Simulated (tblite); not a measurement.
A geometry optimisation, step by step.

Compound: C₅H₃FNSe (charge -1).
Numbering: `[F:1][c:2]1[n:3][cH:4][cH:5][cH:6][c:7]1[Se-:8]` (hydrogens: H9 on C4; H10 on C5; H11 on C6)
Bond orders are those of one Lewis drawing.

Computed with GFN2-xTB (tblite), gas phase: L-BFGS steps from a force-field or distance-geometry start until the largest atomic force falls under 0.01 eV/Å. 12 of its 20 geometries are shown.

Step 0: E = -633.7350 eV, largest atomic force 3.635 eV/Å
```
atom  x, y, z in Å  |  force x, y, z in eV/Å
F1      2.178   -1.815   -0.002   -1.697   0.394  -0.008
C2      1.031   -1.059   -0.008   -1.118   0.036   0.141
N3     -0.189   -1.624    0.026    0.107   0.332  -0.141
C4     -1.310   -0.844    0.016    1.468  -1.324   0.155
C5     -1.270    0.526    0.012   -0.746  -0.048  -0.108
C6     -0.040    1.118   -0.020    0.552   0.228   0.024
C7      1.086    0.318   -0.022    2.922   2.161  -0.094
Se8     2.928    1.429   -0.050   -2.030  -1.360   0.023
H9     -2.248   -1.385    0.044    0.146  -0.156  -0.015
H10    -2.162    1.142    0.011   -0.055  -0.226   0.018
H11     0.002    2.196   -0.034    0.450  -0.037   0.006
```

Step 2: E = -634.3420 eV, largest atomic force 1.727 eV/Å
```
atom  x, y, z in Å  |  force x, y, z in eV/Å
F1      2.095   -1.802   -0.002   -0.393  -0.238   0.003
C2      0.992   -1.019   -0.002    0.660   1.475  -0.025
N3     -0.171   -1.622    0.020    0.369   0.119  -0.010
C4     -1.270   -0.879    0.023   -0.839   0.275   0.015
C5     -1.270    0.509    0.007    0.820   0.011  -0.021
C6     -0.021    1.117   -0.018    0.518  -0.002  -0.017
C7      1.210    0.404   -0.026   -1.653  -0.498   0.055
Se8     2.822    1.357   -0.049   -0.287  -0.454  -0.002
H9     -2.234   -1.394    0.043    0.373  -0.206  -0.003
H10    -2.171    1.133    0.012    0.309  -0.488   0.001
H11     0.025    2.199   -0.034    0.122   0.005   0.003
```

Step 3: E = -634.4076 eV, largest atomic force 0.846 eV/Å
```
atom  x, y, z in Å  |  force x, y, z in eV/Å
F1      2.086   -1.804   -0.002   -0.308  -0.095   0.000
C2      0.997   -1.001   -0.002    0.144   0.561  -0.011
N3     -0.167   -1.619    0.019    0.268   0.382  -0.006
C4     -1.276   -0.880    0.024   -0.174   0.359  -0.003
C5     -1.263    0.510    0.006    0.676  -0.120  -0.010
C6     -0.012    1.119   -0.018   -0.195   0.146  -0.009
C7      1.196    0.403   -0.025   -0.811  -0.238   0.039
Se8     2.814    1.348   -0.049   -0.194  -0.385  -0.003
H9     -2.229   -1.397    0.043    0.165  -0.272   0.002
H10    -2.167    1.126    0.012    0.277  -0.392  -0.001
H11     0.027    2.199   -0.034    0.150   0.053   0.001
```

Step 5: E = -634.4611 eV, largest atomic force 0.269 eV/Å
```
atom  x, y, z in Å  |  force x, y, z in eV/Å
F1      2.062   -1.806   -0.002    0.010   0.002  -0.003
C2      0.999   -0.977   -0.002   -0.148  -0.218  -0.003
N3     -0.158   -1.600    0.019   -0.092   0.058   0.012
C4     -1.276   -0.875    0.025    0.126   0.021  -0.016
C5     -1.244    0.507    0.005   -0.127   0.036   0.009
C6     -0.014    1.130   -0.019   -0.189   0.191  -0.004
C7      1.173    0.407   -0.024    0.023   0.121   0.014
Se8     2.795    1.321   -0.049    0.118  -0.152  -0.005
H9     -2.218   -1.411    0.043    0.147  -0.139   0.002
H10    -2.151    1.103    0.012    0.054  -0.157  -0.003
H11     0.037    2.203   -0.034    0.078   0.236  -0.004
```

Step 7: E = -634.4717 eV, largest atomic force 0.263 eV/Å
```
atom  x, y, z in Å  |  force x, y, z in eV/Å
F1      2.056   -1.806   -0.002    0.028   0.037  -0.004
C2      0.994   -0.977   -0.002   -0.031   0.064   0.002
N3     -0.160   -1.596    0.019    0.040  -0.165   0.003
C4     -1.272   -0.872    0.024   -0.050  -0.027  -0.002
C5     -1.244    0.507    0.006    0.030   0.061  -0.001
C6     -0.021    1.143   -0.019    0.069   0.027   0.005
C7      1.166    0.413   -0.023   -0.020  -0.026   0.002
Se8     2.797    1.305   -0.049    0.132  -0.098  -0.004
H9     -2.205   -1.423    0.043    0.065  -0.060   0.001
H10    -2.148    1.090    0.011   -0.257   0.058  -0.002
H11     0.044    2.218   -0.034   -0.005   0.129  -0.002
```

Step 9: E = -634.4780 eV, largest atomic force 0.108 eV/Å
```
atom  x, y, z in Å  |  force x, y, z in eV/Å
F1      2.054   -1.803   -0.003    0.024   0.080  -0.003
C2      0.989   -0.976   -0.002    0.033   0.040   0.007
N3     -0.161   -1.601    0.020    0.068   0.034  -0.006
C4     -1.270   -0.871    0.023   -0.027   0.005   0.008
C5     -1.245    0.512    0.006    0.010   0.057  -0.005
C6     -0.023    1.156   -0.019    0.013  -0.064   0.009
C7      1.161    0.416   -0.022   -0.019  -0.023  -0.006
Se8     2.808    1.286   -0.049    0.060  -0.090  -0.001
H9     -2.193   -1.435    0.043   -0.033   0.017  -0.001
H10    -2.162    1.083    0.011   -0.090   0.006  -0.003
H11     0.048    2.236   -0.034   -0.039  -0.062   0.002
```

Step 10: E = -634.4790 eV, largest atomic force 0.095 eV/Å
```
atom  x, y, z in Å  |  force x, y, z in eV/Å
F1      2.054   -1.800   -0.003    0.040   0.063  -0.003
C2      0.990   -0.975   -0.002    0.028   0.016   0.004
N3     -0.160   -1.602    0.020    0.006   0.081  -0.004
C4     -1.270   -0.871    0.023    0.004   0.027   0.006
C5     -1.246    0.513    0.006   -0.037  -0.006  -0.002
C6     -0.022    1.157   -0.019   -0.026  -0.032   0.006
C7      1.161    0.416   -0.022    0.012   0.012  -0.004
Se8     2.811    1.281   -0.050    0.031  -0.090  -0.001
H9     -2.192   -1.437    0.043   -0.026   0.031  -0.002
H10    -2.167    1.083    0.011   -0.001  -0.026  -0.004
H11     0.047    2.237   -0.034   -0.031  -0.077   0.003
```

Step 12: E = -634.4809 eV, largest atomic force 0.098 eV/Å
```
atom  x, y, z in Å  |  force x, y, z in eV/Å
F1      2.058   -1.792   -0.003    0.044   0.015  -0.001
C2      0.991   -0.972   -0.002   -0.017  -0.022  -0.005
N3     -0.158   -1.599    0.019   -0.040   0.052   0.005
C4     -1.270   -0.869    0.024    0.012   0.007  -0.002
C5     -1.249    0.516    0.005   -0.039  -0.053   0.006
C6     -0.023    1.156   -0.018   -0.064   0.010  -0.003
C7      1.161    0.417   -0.022    0.019   0.052   0.004
Se8     2.819    1.266   -0.050    0.006  -0.049  -0.002
H9     -2.192   -1.437    0.043    0.002   0.040  -0.002
H10    -2.175    1.081    0.011    0.091  -0.037  -0.004
H11     0.044    2.235   -0.034   -0.014  -0.015   0.003
```

Step 14: E = -634.4816 eV, largest atomic force 0.032 eV/Å
```
atom  x, y, z in Å  |  force x, y, z in eV/Å
F1      2.062   -1.787   -0.003    0.004   0.013   0.000
C2      0.992   -0.970   -0.002   -0.011   0.002  -0.004
N3     -0.158   -1.596    0.019   -0.001  -0.030   0.005
C4     -1.270   -0.868    0.024    0.004  -0.018  -0.002
C5     -1.251    0.515    0.005    0.013  -0.022   0.004
C6     -0.026    1.156   -0.018   -0.002   0.015  -0.003
C7      1.160    0.419   -0.022   -0.008   0.005   0.004
Se8     2.823    1.257   -0.050    0.005  -0.010  -0.002
H9     -2.192   -1.436    0.043   -0.015   0.017  -0.001
H10    -2.176    1.078    0.010    0.031   0.005  -0.003
H11     0.043    2.234   -0.034   -0.022   0.022   0.002
```

Step 16: E = -634.4818 eV, largest atomic force 0.034 eV/Å
```
atom  x, y, z in Å  |  force x, y, z in eV/Å
F1      2.062   -1.785   -0.003   -0.010   0.017  -0.001
C2      0.991   -0.970   -0.002    0.003   0.009   0.003
N3     -0.158   -1.597    0.020    0.016  -0.030  -0.001
C4     -1.270   -0.869    0.024    0.000  -0.008   0.002
C5     -1.250    0.513    0.006    0.025   0.009  -0.003
C6     -0.026    1.157   -0.018    0.027   0.003   0.002
C7      1.159    0.421   -0.021   -0.011  -0.021  -0.002
Se8     2.824    1.254   -0.050    0.003  -0.001  -0.001
H9     -2.193   -1.434    0.043   -0.019  -0.002   0.000
H10    -2.173    1.078    0.010   -0.012   0.014  -0.001
H11     0.040    2.235   -0.033   -0.023   0.011   0.002
```

Step 17: E = -634.4819 eV, largest atomic force 0.024 eV/Å
```
atom  x, y, z in Å  |  force x, y, z in eV/Å
F1      2.063   -1.784   -0.004   -0.008   0.010  -0.001
C2      0.990   -0.969   -0.002    0.003   0.003   0.005
N3     -0.158   -1.598    0.020    0.010  -0.012  -0.003
C4     -1.270   -0.870    0.024   -0.003  -0.001   0.003
C5     -1.250    0.513    0.006    0.017   0.016  -0.005
C6     -0.026    1.157   -0.018    0.022  -0.003   0.004
C7      1.159    0.421   -0.021   -0.002  -0.016  -0.004
Se8     2.825    1.252   -0.050   -0.002   0.000  -0.001
H9     -2.194   -1.433    0.043   -0.008  -0.006   0.000
H10    -2.172    1.078    0.010   -0.014   0.006  -0.001
H11     0.039    2.236   -0.033   -0.017   0.003   0.001
```

Step 19: E = -634.4820 eV, largest atomic force 0.006 eV/Å
```
atom  x, y, z in Å  |  force x, y, z in eV/Å
F1      2.063   -1.783   -0.004    0.001  -0.001   0.000
C2      0.990   -0.970   -0.002   -0.001  -0.003   0.003
N3     -0.158   -1.599    0.020   -0.004   0.004  -0.001
C4     -1.269   -0.870    0.024   -0.001   0.004   0.001
C5     -1.249    0.513    0.006    0.001   0.003  -0.002
C6     -0.026    1.157   -0.018    0.002  -0.001   0.002
C7      1.159    0.420   -0.021    0.004   0.000  -0.002
Se8     2.825    1.251   -0.050   -0.002  -0.001  -0.001
H9     -2.195   -1.433    0.043    0.004  -0.001   0.000
H10    -2.172    1.078    0.010    0.002  -0.003  -0.001
H11     0.037    2.236   -0.033   -0.006   0.000   0.001
```

**Question.** Summarise the path.

**Answer.** The energy falls by 17.23 kcal/mol from step 0 to step 19; nine tenths of that is first reached at step 3. It falls at every step. The largest force goes from 3.635 to 0.006 eV/Å. Among the bonds C7–Se8 changes most, from 2.151 to 1.862 Å; the atoms move by 0.096 Å rms after alignment.

**Question.** Follow the three bonds and two angles with the largest change from start to end.

**Answer.** 
```json
{"step": "0", "E above end (kcal/mol)": "17.23", "largest force (eV/Å)": "3.635", "C7–Se8 (Å)": "2.151", "N3–C4 (Å)": "1.365", "C2–N3 (Å)": "1.345", "N3–C2–C7 (°)": "117.1", "C2–C7–C6 (°)": "123.1"}
{"step": "1", "E above end (kcal/mol)": "10.04", "largest force (eV/Å)": "2.185", "C7–Se8 (Å)": "2.065", "N3–C4 (Å)": "1.336", "C2–N3 (Å)": "1.327", "N3–C2–C7 (°)": "119.6", "C2–C7–C6 (°)": "119.0"}
{"step": "2", "E above end (kcal/mol)": "3.23", "largest force (eV/Å)": "1.727", "C7–Se8 (Å)": "1.873", "N3–C4 (Å)": "1.326", "C2–N3 (Å)": "1.310", "N3–C2–C7 (°)": "126.1", "C2–C7–C6 (°)": "111.4"}
{"step": "3", "E above end (kcal/mol)": "1.72", "largest force (eV/Å)": "0.846", "C7–Se8 (Å)": "1.875", "N3–C4 (Å)": "1.333", "C2–N3 (Å)": "1.318", "N3–C2–C7 (°)": "126.0", "C2–C7–C6 (°)": "112.6"}
{"step": "4", "E above end (kcal/mol)": "0.69", "largest force (eV/Å)": "0.406", "C7–Se8 (Å)": "1.866", "N3–C4 (Å)": "1.336", "C2–N3 (Å)": "1.315", "N3–C2–C7 (°)": "125.8", "C2–C7–C6 (°)": "113.8"}
{"step": "5", "E above end (kcal/mol)": "0.48", "largest force (eV/Å)": "0.269", "C7–Se8 (Å)": "1.862", "N3–C4 (Å)": "1.332", "C2–N3 (Å)": "1.314", "N3–C2–C7 (°)": "125.5", "C2–C7–C6 (°)": "114.1"}
{"step": "6", "E above end (kcal/mol)": "0.31", "largest force (eV/Å)": "0.221", "C7–Se8 (Å)": "1.861", "N3–C4 (Å)": "1.328", "C2–N3 (Å)": "1.310", "N3–C2–C7 (°)": "125.2", "C2–C7–C6 (°)": "114.4"}
{"step": "7", "E above end (kcal/mol)": "0.24", "largest force (eV/Å)": "0.263", "C7–Se8 (Å)": "1.859", "N3–C4 (Å)": "1.327", "C2–N3 (Å)": "1.310", "N3–C2–C7 (°)": "125.2", "C2–C7–C6 (°)": "114.5"}
{"step": "8", "E above end (kcal/mol)": "0.13", "largest force (eV/Å)": "0.200", "C7–Se8 (Å)": "1.862", "N3–C4 (Å)": "1.327", "C2–N3 (Å)": "1.309", "N3–C2–C7 (°)": "125.4", "C2–C7–C6 (°)": "114.9"}
{"step": "9", "E above end (kcal/mol)": "0.09", "largest force (eV/Å)": "0.108", "C7–Se8 (Å)": "1.862", "N3–C4 (Å)": "1.328", "C2–N3 (Å)": "1.310", "N3–C2–C7 (°)": "125.6", "C2–C7–C6 (°)": "115.0"}
{"step": "10", "E above end (kcal/mol)": "0.07", "largest force (eV/Å)": "0.095", "C7–Se8 (Å)": "1.864", "N3–C4 (Å)": "1.329", "C2–N3 (Å)": "1.310", "N3–C2–C7 (°)": "125.6", "C2–C7–C6 (°)": "115.0"}
{"step": "11", "E above end (kcal/mol)": "0.05", "largest force (eV/Å)": "0.096", "C7–Se8 (Å)": "1.864", "N3–C4 (Å)": "1.329", "C2–N3 (Å)": "1.310", "N3–C2–C7 (°)": "125.6", "C2–C7–C6 (°)": "115.1"}
{"step": "12", "E above end (kcal/mol)": "0.03", "largest force (eV/Å)": "0.098", "C7–Se8 (Å)": "1.863", "N3–C4 (Å)": "1.330", "C2–N3 (Å)": "1.310", "N3–C2–C7 (°)": "125.6", "C2–C7–C6 (°)": "115.0"}
{"step": "13", "E above end (kcal/mol)": "0.01", "largest force (eV/Å)": "0.067", "C7–Se8 (Å)": "1.863", "N3–C4 (Å)": "1.329", "C2–N3 (Å)": "1.309", "N3–C2–C7 (°)": "125.5", "C2–C7–C6 (°)": "115.0"}
{"step": "14", "E above end (kcal/mol)": "0.01", "largest force (eV/Å)": "0.032", "C7–Se8 (Å)": "1.862", "N3–C4 (Å)": "1.329", "C2–N3 (Å)": "1.309", "N3–C2–C7 (°)": "125.5", "C2–C7–C6 (°)": "114.9"}
{"step": "15", "E above end (kcal/mol)": "0.01", "largest force (eV/Å)": "0.038", "C7–Se8 (Å)": "1.862", "N3–C4 (Å)": "1.329", "C2–N3 (Å)": "1.309", "N3–C2–C7 (°)": "125.5", "C2–C7–C6 (°)": "114.9"}
{"step": "16", "E above end (kcal/mol)": "0.00", "largest force (eV/Å)": "0.034", "C7–Se8 (Å)": "1.862", "N3–C4 (Å)": "1.329", "C2–N3 (Å)": "1.309", "N3–C2–C7 (°)": "125.5", "C2–C7–C6 (°)": "114.9"}
{"step": "17", "E above end (kcal/mol)": "0.00", "largest force (eV/Å)": "0.024", "C7–Se8 (Å)": "1.862", "N3–C4 (Å)": "1.329", "C2–N3 (Å)": "1.309", "N3–C2–C7 (°)": "125.6", "C2–C7–C6 (°)": "114.9"}
{"step": "18", "E above end (kcal/mol)": "0.00", "largest force (eV/Å)": "0.011", "C7–Se8 (Å)": "1.862", "N3–C4 (Å)": "1.329", "C2–N3 (Å)": "1.309", "N3–C2–C7 (°)": "125.6", "C2–C7–C6 (°)": "114.9"}
{"step": "19", "E above end (kcal/mol)": "0.00", "largest force (eV/Å)": "0.006", "C7–Se8 (Å)": "1.862", "N3–C4 (Å)": "1.329", "C2–N3 (Å)": "1.309", "N3–C2–C7 (°)": "125.6", "C2–C7–C6 (°)": "115.0"}
```

What follows is the cost of the whole relaxation. The run took under 0.1 s wall on one thread of an Arm Neoverse V2, on a shared host.
